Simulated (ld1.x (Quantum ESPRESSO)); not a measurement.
## Reading a pseudo-wave (Sm (Z = 62))

Columns: radius, all-electron u(r) and pseudo u(r) of the 4f shell (level -3.93 eV) of samarium in the configuration [Kr] 4d10 4f6 5s2 5p6 5d0 6s1.75 6p0; PBEsol, scalar-relativistic, TM scheme, ld1.x (Quantum ESPRESSO) 7.5.

| r (bohr) | all-electron | pseudo |
| --- | --- | --- |
| 0.173 | 0.2363 | 0.0492 |
| 0.345 | 0.7339 | 0.4669 |
| 0.518 | 0.9773 | 1.0114 |
| 0.690 | 0.9913 | 1.1054 |
| 0.862 | 0.9066 | 0.9429 |
| 1.035 | 0.7943 | 0.7960 |
| 1.208 | 0.6844 | 0.6844 |
| 1.380 | 0.5864 | 0.5864 |
| 1.553 | 0.5012 | 0.5012 |
| 1.725 | 0.4292 | 0.4292 |
| 1.898 | 0.3681 | 0.3681 |
| 2.070 | 0.3168 | 0.3168 |
| 2.242 | 0.2737 | 0.2737 |
| 2.415 | 0.2372 | 0.2372 |
| 2.588 | 0.2063 | 0.2063 |
| 2.760 | 0.1804 | 0.1804 |
| 2.932 | 0.1584 | 0.1584 |
| 3.105 | 0.1396 | 0.1396 |
| 3.278 | 0.1235 | 0.1235 |
| 3.450 | 0.1098 | 0.1098 |
| 3.623 | 0.0978 | 0.0978 |
| 3.795 | 0.0874 | 0.0874 |
| 3.968 | 0.0783 | 0.0783 |
| 4.140 | 0.0702 | 0.0702 |
| 4.312 | 0.0632 | 0.0632 |
| 4.485 | 0.0568 | 0.0568 |

**Question.** How many radial nodes do the two functions have?

**Answer.** The all-electron 4f function has n − l − 1 = 0; the pseudo-wave has 0.

**Question.** At about which radius was the pseudo-wave matched?

**Answer.** 1.20 bohr, where the columns begin to agree (steps of 0.17 bohr).

**Question.** Where does each function peak?

**Answer.** Outermost all-electron maximum near 0.69 bohr, pseudo maximum near 0.69 bohr (to the table’s step).

**Question.** Is the pseudo-wave norm-conserving?

**Answer.** Yes: the TM scheme keeps the norm inside the radius equal to the all-electron one, which fixes the energy derivative of the logarithmic derivative at the level.
